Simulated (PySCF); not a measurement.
C2H3N3, SMILES c1nc[nH]n1. Geometry: PBE0-D3(BJ)/def2-SVP.

All values below come from PBE0-D3(BJ)/def2-SVP (PySCF 2.14.0).

Harmonic wavenumbers (cm⁻¹): 629, 698, 718, 865, 919, 972, 1008, 1118, 1169, 1232, 1287, 1373, 1445, 1502, 1597, 3276, 3281, 3680. Rotational constants (GHz): 10.37, 9.951, 5.079; symmetry number 1.

Task: Work out the zero-point energy and the ideal-gas rigid-rotor harmonic-oscillator thermochemistry at 298.15 K and 1 atm.

Result: ZPE = ½ Σ hcν = ½ × 26769 cm⁻¹ = 38.27 kcal/mol. H − E(el) = 41.04 kcal/mol. Entropy in cal/(mol K): translation 38.61, rotation 23.93, vibration 1.71, total 64.25. G − E(el) = 21.89 kcal/mol. Cp = 13.51 cal/(mol K).
